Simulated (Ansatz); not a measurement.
Mulliken charges of CH$_{4}$BFOS (`FBOCS`) from PBE/def2-TZVPP in Ansatz (PBE0-D4/def2-TZVP geometry).

```
atom   x (Å)   y (Å)   z (Å)  charge (e)
  F1  -2.672  -0.706   0.128      -0.188
  B2  -1.552  -0.034   0.326       0.257
  O3  -0.394  -0.690   0.126      -0.191
  C4   0.842  -0.032   0.266      -0.004
  S5   1.441   0.717  -1.259      -0.168
  H6  -1.600   1.107   0.688      -0.045
  H7   1.562  -0.764   0.629       0.128
  H8   0.778   0.792   0.982       0.101
  H9   1.684  -0.436  -1.904       0.109
```

**Question.** By hand: the dipole of these point charges (1 e Å = 4.8032 D).

**Answer.** Σ q r = (0.467, 0.020, 0.187) e Å, of length 0.503 e Å = 2.42 D.

**Question.** How does the dipole of the full density compare? (Estimate.)

**Answer.** Computed: (0.342, 0.010, 0.161) e Å, 1.82 D; the point charges give 1.33 times that, at 3° from its direction.

Point charges leave out the atoms' own dipoles, such as those of lone pairs, and Mulliken's split depends on the basis, so the two needn't agree.
